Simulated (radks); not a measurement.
Values are calculated unless marked as measured or tabulated.
Excited configurations of the zirconium ion Zr3+: one electron is placed in a higher orbital outside [Kr]. The ground configuration is [Kr] 4d1. Level of theory: Dirac Kohn-Sham, BLYP, spin-unpolarised, spherical densities, finite nucleus; open shells fill j = l - 1/2 first; Fermi nuclear charge, rms radius 4.2694 fm (a radial shooting solver on a logarithmic mesh with Libxc functionals). Excitation = E - E(ground); binding = E(ion) - E, where the ion is the core of charge +4; n* = 4/sqrt(2 binding) in atomic units, and the quantum defect is n - n*.

outer orbital  excitation (eV)  binding (eV)     n*  quantum defect  eigenvalue (eV)  <r> (bohr)
5d3/2                   17.685        16.569  3.625           1.375          -14.281       4.315
5f5/2                   24.245        10.009  4.664           0.336           -8.542       6.713
7p1/2                   25.228         9.026  4.911           2.089           -8.019       9.069
7f5/2                   29.050         5.204  6.468           0.532           -4.596       14.63

Estimate the row for 6f5/2.

Answer. excitation (eV) 27.222; binding (eV) 7.032; n* 5.564; quantum defect 0.436; eigenvalue (eV) -6.138; <r> (bohr) 10.34. The Delta-SCF ionisation energy is 34.254 eV (NIST Atomic Spectra Database: 34.418 eV, measured). Self-interaction in the functional shifts the binding energies and quantum defects, so they are the method's values and not measured ones. Spin polarisation and multiplet splitting are left out, so open shells lie too high by an amount that depends on their filling.

Beside tabulated values, note that spin-unpolarised runs miss the spin-polarisation part of the exchange energy of open shells.
